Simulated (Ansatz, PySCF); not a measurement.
Gas-phase reaction (SMILES): N[Si](N)(N)F + [H][H] (H2) → N[SiH](N)N + F (HF); hydrogen cleaves one Si-F bond, a model of a ligand-exchange step.

Geometries: B3LYP-D3(BJ)/def2-TZVP minima from Ansatz (a quantum-chemistry and plane-wave program), one conformer each, not searched for the lowest. Valence correlation only, unless marked. Spin-orbit coupling is left out. Non-relativistic. CBS(X,Y): correlation extrapolated as X^-3; Hartree-Fock from the larger set. The bracket is a focal-point correction in the basis named. Thermal terms are rigid-rotor harmonic-oscillator values from B3LYP-D3(BJ) frequencies (Ansatz or PySCF) at 298.15 K and 1 atm. 1 Eh = 627.5095 kcal/mol.

```csv
species,"E, RI-MP2/CBS(cc-pV(T+d)Z,cc-pV(Q+d)Z)+[CCSD(T)-MP2]/cc-pV(T+d)Z (Ansatz) (Eh)","E, PBE0-D4/def2-TZVPD (Ansatz + dftd4) (Eh)",H - E (Eh),G - E (Eh)
N[Si](N)(N)F,-556.77385,-557.11734,0.09094,0.05192
[H][H] (H2),-1.17529,-1.16831,0.01336,-0.00144
N[SiH](N)N,-457.50072,-457.83754,0.09539,0.05865
F (HF),-100.39237,-100.39487,0.01259,-0.00713
```

Task: Work out ΔE and ΔH, ΔG, ΔS and the equilibrium constant at 298.15 K at the first level, then ΔH at the second.

Result: 
1. ΔE = [(-457.50072) + (-100.39237)] - [(-556.77385) + (-1.17529)] = 0.05605 Eh = 35.2 kcal/mol at RI-MP2/CBS(cc-pV(T+d)Z,cc-pV(Q+d)Z)+[CCSD(T)-MP2]/cc-pV(T+d)Z.
2. The terms H - E add up to 0.00368 Eh, so ΔH = (0.05605 + (0.00368))×627.5095 = 37.5 kcal/mol.
3. The terms G - E add up to 0.00104 Eh, so ΔG = 35.8 kcal/mol, and ΔS = (0.00368 - (0.00104))×627509.5/298.15 = 5.6 cal/(mol K).
4. log10 K = -ΔG/(RT ln 10) = -26.2, with RT ln 10 = 1.3642 kcal/mol.
5. At PBE0-D4/def2-TZVPD the same steps give ΔE = 33.4 and ΔH = 35.7 kcal/mol, a shift of -1.8 from the first level.
6. These values are not checked against measurement here, since the tables used lack a sound gas-phase enthalpy of formation for at least one species.
